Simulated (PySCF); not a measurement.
## Correlation energy of Sn⁺ (tin, charge +1)

[Kr] 4d10 5s2 5p1, 2P determinant. Calculation: PySCF 2.14, in aug-cc-pVQZ-DK3 (9s8p6d3f2g, 102 functions); the spin-free X2C one-electron Hamiltonian (Gaussian nucleus). Frozen: [Kr] 4d10; 3 electrons correlated.

| level | correlation energy (mhartree) |
| --- | --- |
| CCSD | -45.00 |
| (T) | -0.72 |
| CCSD(T) | -45.72 |

Diagnostics: T1 = 0.011, D1 = 0.0240, largest double amplitude 0.092.

Cost of the coupled-cluster step: about 19 core-seconds, for 3 correlated electrons.
